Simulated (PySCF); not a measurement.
Si(H)(Cl)(OH)2 (ClH₃O₂Si), SMILES O[SiH](O)Cl. Atoms are numbered in the order given.

```xyz
7

Si     0.1562    -0.2814     0.4843
O     -0.8558    -1.5637     0.3402
O     -0.5697     0.8837     1.3990
Cl     0.5849     0.5741    -1.3551
H      1.4136    -0.8020     1.0510
H     -1.7709    -1.3781     0.1066
H     -0.3687     1.7998     1.1866
```

Coordinates come from a PBE0-D3(BJ)/def2-SVP optimisation. The values are those of a single conformer.

Level of theory: PBE0-D3(BJ)/def2-SVP in PySCF.

Frequencies are harmonic and unscaled.

Computed normal modes with their intensities:
| mode | ν (cm⁻¹) | IR (km/mol) | moving atoms (share of kinetic energy) |
|---|---|---|---|
| 1 | 157 | 96.5 | H 70 %, O 22 % |
| 2 | 191 | 27.6 | H 59 %, O 22 %, Cl 12 % |
| 3 | 249 | 44.1 | O 44 %, H 36 %, Cl 13 % |
| 4 | 320 | 76.2 | O 40 %, Cl 22 %, Si 20 %, H 18 % |
| 5 | 365 | 55.3 | O 44 %, H 36 %, Si 19 % |
| 6 | 541 | 102.7 | Si 47 %, Cl 41 % |
| 7 | 760 | 92.9 | H 85 %, O 14 % |
| 8 | 786 | 109.4 | H 72 %, O 27 % |
| 9 | 839 | 121.9 | H 84 %, O 13 % |
| 10 | 873 | 276.7 | H 58 %, O 24 %, Si 18 % |
| 11 | 911 | 108.1 | H 46 %, O 32 %, Si 21 % |
| 12 | 993 | 190.0 | Si 48 %, O 40 %, H 12 % |
| 13 | 2337 | 103.0 | H 97 % |
| 14 | 3927 | 124.5 | H 94 % |
| 15 | 3938 | 119.3 | H 94 % |
